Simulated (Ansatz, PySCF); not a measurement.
Bond stretch in SMILES C([BH3-])#[O+] (CH₃BO). The B1–C5 bond (B1 also carries H, H, H; C5 carries O) is pulled apart rigidly from the PBE0/def2-TZVP optimised geometry.

Levels: UHF/cc-pVTZ (Ansatz, a quantum-chemistry and plane-wave program); RHF/cc-pVTZ (Ansatz); UKS-PBE = unrestricted PBE/cc-pVTZ (Ansatz); RKS-PBE = Ansatz with restricted PBE/cc-pVTZ; UKS-B3LYP = unrestricted B3LYP/cc-pVTZ in Ansatz; RKS-B3LYP = restricted B3LYP/cc-pVTZ run with Ansatz; UKS-B3LYP/6-31G* = unrestricted B3LYP/6-31G*, spherical d run with PySCF; RKS-B3LYP/6-31G* = restricted B3LYP/6-31G*, spherical d run with PySCF.

Scanned distances (Å): 1.15, 1.22, 1.30, 1.35, 1.41, 1.48, 1.51, 1.55, 1.62, 1.66, 1.77, 1.87, 2.07, 2.24, 2.47, 2.70, 3.05, 3.30, 3.70, 4.05, 4.55, 5.32.

**Question.** Where does the unrestricted solution first break spin symmetry (<S²> of 0.01 or more)?

**Answer.** UHF: at none of the points with a result; UKS-PBE: at none of the points with a result; UKS-B3LYP: at none of the points with a result; UKS-B3LYP/6-31G*: at none of the points with a result.

```json
[
 {"R / Å": "1.15", "<S²> UHF": "0.00", "E(RHF) − E(UHF) / mEh": "0.0", "<S²> UKS-PBE": "0.00", "E(RKS-PBE) − E(UKS-PBE) / mEh": "0.0", "<S²> UKS-B3LYP": "0.00", "E(RKS-B3LYP) − E(UKS-B3LYP) / mEh": "0.0", "<S²> UKS-B3LYP/6-31G*": "0.00", "E(RKS-B3LYP/6-31G*) − E(UKS-B3LYP/6-31G*) / mEh": "0.0"},
 {"R / Å": "1.22", "<S²> UHF": "0.00", "E(RHF) − E(UHF) / mEh": "0.0", "<S²> UKS-PBE": "0.00", "E(RKS-PBE) − E(UKS-PBE) / mEh": "0.0", "<S²> UKS-B3LYP": "0.00", "E(RKS-B3LYP) − E(UKS-B3LYP) / mEh": "0.0", "<S²> UKS-B3LYP/6-31G*": "0.00", "E(RKS-B3LYP/6-31G*) − E(UKS-B3LYP/6-31G*) / mEh": "0.0"},
 {"R / Å": "1.30", "<S²> UHF": "0.00", "E(RHF) − E(UHF) / mEh": "0.0", "<S²> UKS-PBE": "0.00", "E(RKS-PBE) − E(UKS-PBE) / mEh": "0.0", "<S²> UKS-B3LYP": "0.00", "E(RKS-B3LYP) − E(UKS-B3LYP) / mEh": "0.0", "<S²> UKS-B3LYP/6-31G*": "0.00", "E(RKS-B3LYP/6-31G*) − E(UKS-B3LYP/6-31G*) / mEh": "0.0"},
 {"R / Å": "1.35", "<S²> UHF": "0.00", "E(RHF) − E(UHF) / mEh": "0.0", "<S²> UKS-PBE": "0.00", "E(RKS-PBE) − E(UKS-PBE) / mEh": "0.0", "<S²> UKS-B3LYP": "0.00", "E(RKS-B3LYP) − E(UKS-B3LYP) / mEh": "0.0", "<S²> UKS-B3LYP/6-31G*": "0.00", "E(RKS-B3LYP/6-31G*) − E(UKS-B3LYP/6-31G*) / mEh": "0.0"},
 {"R / Å": "1.41", "<S²> UHF": "0.00", "E(RHF) − E(UHF) / mEh": "0.0", "<S²> UKS-PBE": "0.00", "E(RKS-PBE) − E(UKS-PBE) / mEh": "0.0", "<S²> UKS-B3LYP": "0.00", "E(RKS-B3LYP) − E(UKS-B3LYP) / mEh": "0.0", "<S²> UKS-B3LYP/6-31G*": "0.00", "E(RKS-B3LYP/6-31G*) − E(UKS-B3LYP/6-31G*) / mEh": "0.0"},
 {"R / Å": "1.48", "<S²> UHF": "0.00", "E(RHF) − E(UHF) / mEh": "0.0", "<S²> UKS-PBE": "0.00", "E(RKS-PBE) − E(UKS-PBE) / mEh": "0.0", "<S²> UKS-B3LYP": "0.00", "E(RKS-B3LYP) − E(UKS-B3LYP) / mEh": "0.0", "<S²> UKS-B3LYP/6-31G*": "0.00", "E(RKS-B3LYP/6-31G*) − E(UKS-B3LYP/6-31G*) / mEh": "0.0"},
 {"R / Å": "1.51", "<S²> UHF": "0.00", "E(RHF) − E(UHF) / mEh": "0.0", "<S²> UKS-PBE": "0.00", "E(RKS-PBE) − E(UKS-PBE) / mEh": "0.0", "<S²> UKS-B3LYP": "0.00", "E(RKS-B3LYP) − E(UKS-B3LYP) / mEh": "0.0", "<S²> UKS-B3LYP/6-31G*": "0.00", "E(RKS-B3LYP/6-31G*) − E(UKS-B3LYP/6-31G*) / mEh": "0.0"},
 {"R / Å": "1.55", "<S²> UHF": "0.00", "E(RHF) − E(UHF) / mEh": "0.0", "<S²> UKS-PBE": "0.00", "E(RKS-PBE) − E(UKS-PBE) / mEh": "0.0", "<S²> UKS-B3LYP": "0.00", "E(RKS-B3LYP) − E(UKS-B3LYP) / mEh": "0.0", "<S²> UKS-B3LYP/6-31G*": "0.00", "E(RKS-B3LYP/6-31G*) − E(UKS-B3LYP/6-31G*) / mEh": "0.0"},
 {"R / Å": "1.62", "<S²> UHF": "0.00", "E(RHF) − E(UHF) / mEh": "0.0", "<S²> UKS-PBE": "0.00", "E(RKS-PBE) − E(UKS-PBE) / mEh": "0.0", "<S²> UKS-B3LYP": "0.00", "E(RKS-B3LYP) − E(UKS-B3LYP) / mEh": "0.0", "<S²> UKS-B3LYP/6-31G*": "0.00", "E(RKS-B3LYP/6-31G*) − E(UKS-B3LYP/6-31G*) / mEh": "0.0"},
 {"R / Å": "1.66", "<S²> UHF": "0.00", "E(RHF) − E(UHF) / mEh": "0.0", "<S²> UKS-PBE": "0.00", "E(RKS-PBE) − E(UKS-PBE) / mEh": "0.0", "<S²> UKS-B3LYP": "0.00", "E(RKS-B3LYP) − E(UKS-B3LYP) / mEh": "0.0", "<S²> UKS-B3LYP/6-31G*": "0.00", "E(RKS-B3LYP/6-31G*) − E(UKS-B3LYP/6-31G*) / mEh": "0.0"},
 {"R / Å": "1.77", "<S²> UHF": "0.00", "E(RHF) − E(UHF) / mEh": "0.0", "<S²> UKS-PBE": "0.00", "E(RKS-PBE) − E(UKS-PBE) / mEh": "0.0", "<S²> UKS-B3LYP": "0.00", "E(RKS-B3LYP) − E(UKS-B3LYP) / mEh": "0.0", "<S²> UKS-B3LYP/6-31G*": "0.00", "E(RKS-B3LYP/6-31G*) − E(UKS-B3LYP/6-31G*) / mEh": "0.0"},
 {"R / Å": "1.87", "<S²> UHF": "0.00", "E(RHF) − E(UHF) / mEh": "0.0", "<S²> UKS-PBE": "0.00", "E(RKS-PBE) − E(UKS-PBE) / mEh": "0.0", "<S²> UKS-B3LYP": "0.00", "E(RKS-B3LYP) − E(UKS-B3LYP) / mEh": "0.0", "<S²> UKS-B3LYP/6-31G*": "0.00", "E(RKS-B3LYP/6-31G*) − E(UKS-B3LYP/6-31G*) / mEh": "0.0"},
 {"R / Å": "2.07", "<S²> UHF": "0.00", "E(RHF) − E(UHF) / mEh": "0.0", "<S²> UKS-PBE": "0.00", "E(RKS-PBE) − E(UKS-PBE) / mEh": "0.0", "<S²> UKS-B3LYP": "0.00", "E(RKS-B3LYP) − E(UKS-B3LYP) / mEh": "0.0", "<S²> UKS-B3LYP/6-31G*": "0.00", "E(RKS-B3LYP/6-31G*) − E(UKS-B3LYP/6-31G*) / mEh": "0.0"},
 {"R / Å": "2.24", "<S²> UHF": "0.00", "E(RHF) − E(UHF) / mEh": "0.0", "<S²> UKS-PBE": "0.00", "E(RKS-PBE) − E(UKS-PBE) / mEh": "0.0", "<S²> UKS-B3LYP": "0.00", "E(RKS-B3LYP) − E(UKS-B3LYP) / mEh": "0.0", "<S²> UKS-B3LYP/6-31G*": "0.00", "E(RKS-B3LYP/6-31G*) − E(UKS-B3LYP/6-31G*) / mEh": "0.0"},
 {"R / Å": "2.47", "<S²> UHF": "0.00", "E(RHF) − E(UHF) / mEh": "0.0", "<S²> UKS-PBE": "0.00", "E(RKS-PBE) − E(UKS-PBE) / mEh": "0.0", "<S²> UKS-B3LYP": "0.00", "E(RKS-B3LYP) − E(UKS-B3LYP) / mEh": "0.0", "<S²> UKS-B3LYP/6-31G*": "0.00", "E(RKS-B3LYP/6-31G*) − E(UKS-B3LYP/6-31G*) / mEh": "0.0"},
 {"R / Å": "2.70", "<S²> UHF": "0.00", "E(RHF) − E(UHF) / mEh": "0.0", "<S²> UKS-PBE": "0.00", "E(RKS-PBE) − E(UKS-PBE) / mEh": "0.0", "<S²> UKS-B3LYP": "0.00", "E(RKS-B3LYP) − E(UKS-B3LYP) / mEh": "0.0", "<S²> UKS-B3LYP/6-31G*": "0.00", "E(RKS-B3LYP/6-31G*) − E(UKS-B3LYP/6-31G*) / mEh": "0.0"},
 {"R / Å": "3.05", "<S²> UHF": "0.00", "E(RHF) − E(UHF) / mEh": "0.0", "<S²> UKS-PBE": "0.00", "E(RKS-PBE) − E(UKS-PBE) / mEh": "0.0", "<S²> UKS-B3LYP": "0.00", "E(RKS-B3LYP) − E(UKS-B3LYP) / mEh": "0.0", "<S²> UKS-B3LYP/6-31G*": "0.00", "E(RKS-B3LYP/6-31G*) − E(UKS-B3LYP/6-31G*) / mEh": "0.0"},
 {"R / Å": "3.30", "<S²> UHF": "0.00", "E(RHF) − E(UHF) / mEh": "0.0", "<S²> UKS-PBE": "0.00", "E(RKS-PBE) − E(UKS-PBE) / mEh": "0.0", "<S²> UKS-B3LYP": "0.00", "E(RKS-B3LYP) − E(UKS-B3LYP) / mEh": "0.0", "<S²> UKS-B3LYP/6-31G*": "0.00", "E(RKS-B3LYP/6-31G*) − E(UKS-B3LYP/6-31G*) / mEh": "0.0"},
 {"R / Å": "3.70", "<S²> UHF": "0.00", "E(RHF) − E(UHF) / mEh": "0.0", "<S²> UKS-PBE": "0.00", "E(RKS-PBE) − E(UKS-PBE) / mEh": "0.0", "<S²> UKS-B3LYP": "0.00", "E(RKS-B3LYP) − E(UKS-B3LYP) / mEh": "0.0", "<S²> UKS-B3LYP/6-31G*": "0.00", "E(RKS-B3LYP/6-31G*) − E(UKS-B3LYP/6-31G*) / mEh": "0.0"},
 {"R / Å": "4.05", "<S²> UHF": "0.00", "E(RHF) − E(UHF) / mEh": "0.0", "<S²> UKS-PBE": "0.00", "E(RKS-PBE) − E(UKS-PBE) / mEh": "0.0", "<S²> UKS-B3LYP": "0.00", "E(RKS-B3LYP) − E(UKS-B3LYP) / mEh": "0.0", "<S²> UKS-B3LYP/6-31G*": "0.00", "E(RKS-B3LYP/6-31G*) − E(UKS-B3LYP/6-31G*) / mEh": "0.0"},
 {"R / Å": "4.55", "<S²> UHF": "0.00", "E(RHF) − E(UHF) / mEh": "0.0", "<S²> UKS-PBE": "0.00", "E(RKS-PBE) − E(UKS-PBE) / mEh": "0.0", "<S²> UKS-B3LYP": "0.00", "E(RKS-B3LYP) − E(UKS-B3LYP) / mEh": "0.0", "<S²> UKS-B3LYP/6-31G*": "0.00", "E(RKS-B3LYP/6-31G*) − E(UKS-B3LYP/6-31G*) / mEh": "0.0"},
 {"R / Å": "5.32", "<S²> UHF": "0.00", "E(RHF) − E(UHF) / mEh": "0.0", "<S²> UKS-PBE": "0.00", "E(RKS-PBE) − E(UKS-PBE) / mEh": "0.0", "<S²> UKS-B3LYP": "0.00", "E(RKS-B3LYP) − E(UKS-B3LYP) / mEh": "0.0", "<S²> UKS-B3LYP/6-31G*": "0.00", "E(RKS-B3LYP/6-31G*) − E(UKS-B3LYP/6-31G*) / mEh": "0.0"}
]
```
